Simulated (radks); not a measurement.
Results of a calculation; reference values are marked as such.
Q: The cadmium ion Cd26+, 22 electrons, occupied as [Ar] 3d4. Level of theory: scalar-relativistic Kohn-Sham, LDA (Slater exchange, VWN5 correlation), spin-polarised, spherical densities, finite nucleus; open shells are filled with parallel spins first (spin-orbit coupling, left out, can overturn this in heavy ions); Fermi nuclear charge, rms radius 4.6087 fm (a radial shooting solver on a logarithmic mesh with Libxc functionals). Some entries of the table are withheld. Estimate them.

| orbital | occ. | eigenvalue (eV) | <r^2> (bohr^2) | <1/r> (bohr^-1) |
|---|---|---|---|---|
| 1s up | 1 | -27591.23 | 0.001252 | 50.58 |
| 1s down | 1 | -27590.93 | 0.001252 | 50.58 |
| 2s up | 1 | -5019.798 | 0.02025 | 11.56 |
| 2s down | 1 | -5008.149 | 0.02020 | 11.58 |
| 2p up | 3 | -4622.722 | 0.01593 | 11.15 |
| 2p down | 3 | -4613.698 | 0.01587 | 11.16 |
| 3s up | 1 | -1675.923 | 0.1287 | (1) |
| 3s down | 1 | -1662.914 | 0.1295 | (2) |
| 3p up | 3 | (3) | 0.1253 | (4) |
| 3p down | 3 | (5) | 0.1262 | (6) |
| 3d up | 4 | -1364.861 | 0.1026 | 4.021 |
| 3d down | 0 | -1348.880 | 0.1037 | 4.006 |

A: 
(1) 3s up <1/r> (bohr^-1): 4.380
(2) 3s down <1/r> (bohr^-1): 4.360
(3) 3p up eigenvalue (eV): -1547.229
(4) 3p up <1/r> (bohr^-1): 4.215
(5) 3p down eigenvalue (eV): -1533.892
(6) 3p down <1/r> (bohr^-1): 4.194
